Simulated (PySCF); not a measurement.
CH8OSi2.
SMILES with atom numbers: `[CH3:1][O:2][SiH2:3][SiH3:4]` (hydrogens: H5, H6, H7 on C1; H8, H9 on Si3; H10, H11, H12 on Si4)

The same species was optimised twice, with GFN2-xTB and with PBE0-D3(BJ)/def2-SVP (PySCF), and the same property calculations (PySCF, gas phase) were run on both structures.

```csv
coordinate,GFN2-xTB,PBE0-D3(BJ)/def2-SVP,change
Si3–Si4 (Å),2.292,2.339,+0.047
O2–Si3 (Å),1.627,1.668,+0.041
Si4–H11 (Å),1.467,1.497,+0.030
Si4–H12 (Å),1.467,1.495,+0.028
Si4–H10 (Å),1.467,1.495,+0.028
Si3–H8 (Å),1.475,1.501,+0.026
Si3–H9 (Å),1.475,1.501,+0.026
C1–H7 (Å),1.093,1.106,+0.013
C1–H5 (Å),1.093,1.106,+0.013
C1–H6 (Å),1.091,1.101,+0.010
C1–O2 (Å),1.393,1.400,+0.007
Si4–Si3–H8 (°),116.6,111.2,-5.4
Si4–Si3–H9 (°),116.6,111.3,-5.3
O2–Si3–Si4 (°),100.9,106.2,+5.3
Si3–Si4–H12 (°),115.1,110.4,-4.7
Si3–Si4–H10 (°),115.1,110.4,-4.7
C1–O2–Si3 (°),128.1,123.8,-4.3
H8–Si3–H9 (°),103.4,107.0,+3.6
H10–Si4–H12 (°),105.8,109.2,+3.4
C1–O2–Si3–Si4 (°),180,179,-1
```

Rotational constants: A = 11571, B = 2014, C = 1802 MHz (GFN2-xTB) against A = 12557, B = 1861, C = 1703 MHz (PBE0-D3(BJ)/def2-SVP). Atoms that the bonding makes alike are paired by their places after alignment.

On the GFN2-xTB structure: lowest triplet, Tamm–Dancoff (eV) 6.14 [CAM-B3LYP/def2-SVPD]; isotropic polarisability (au) 73.3 [CAM-B3LYP/def2-SVPD]; HOMO (eV) -9.59 [CAM-B3LYP/def2-SVPD]; LUMO (eV) 0.71 [CAM-B3LYP/def2-SVPD]; dipole (D) 1.24 [CAM-B3LYP/def2-SVPD]; HOMO (eV) -8.11 [PBE0/pcSseg-1]; LUMO (eV) -0.19 [PBE0/pcSseg-1]; dipole (D) 1.36 [PBE0/pcSseg-1]; GIAO shielding of C1 (ppm) 130.5 [PBE0/pcSseg-1]; GIAO shielding of O2 (ppm) 350.3 [PBE0/pcSseg-1]; GIAO shielding of Si3 (ppm) 371.1 [PBE0/pcSseg-1]; GIAO shielding of Si4 (ppm) 470.2 [PBE0/pcSseg-1].

Q: What do these properties become on the PBE0-D3(BJ)/def2-SVP structure?

A: 
```csv
property,level,on GFN2-xTB,on PBE0-D3(BJ)/def2-SVP,change
"lowest triplet, Tamm–Dancoff (eV)",CAM-B3LYP/def2-SVPD,6.14,6.08,-0.06
isotropic polarisability (au),CAM-B3LYP/def2-SVPD,73.3,75.9,+2.6
HOMO (eV),CAM-B3LYP/def2-SVPD,-9.59,-9.45,+0.14
LUMO (eV),CAM-B3LYP/def2-SVPD,0.71,0.81,+0.10
dipole (D),CAM-B3LYP/def2-SVPD,1.24,1.06,-0.18
"energy, GFN2-xTB geometry as zero (kcal/mol)",CAM-B3LYP/def2-SVPD,0.0,-3.6,-3.6
HOMO (eV),PBE0/pcSseg-1,-8.11,-8.12,-0.01
LUMO (eV),PBE0/pcSseg-1,-0.19,-0.08,+0.11
dipole (D),PBE0/pcSseg-1,1.36,1.19,-0.17
"energy, GFN2-xTB geometry as zero (kcal/mol)",PBE0/pcSseg-1,0.0,-3.5,-3.5
GIAO shielding of C1 (ppm),PBE0/pcSseg-1,130.5,127.8,-2.7
GIAO shielding of O2 (ppm),PBE0/pcSseg-1,350.3,344.6,-5.7
GIAO shielding of Si3 (ppm),PBE0/pcSseg-1,371.1,367.2,-3.9
GIAO shielding of Si4 (ppm),PBE0/pcSseg-1,470.2,459.8,-10.4
```

The heavy atoms differ by 0.095 Å rms after alignment. Among all bonds Si3–Si4 changes most (+0.047 Å). Changes are differences of the printed values. Neither structure is proved a minimum here.

The values belong to the conformer `[CH3:1][O:2][SiH2:3][SiH3:4]`: C1–O2–Si3–Si4 179°.
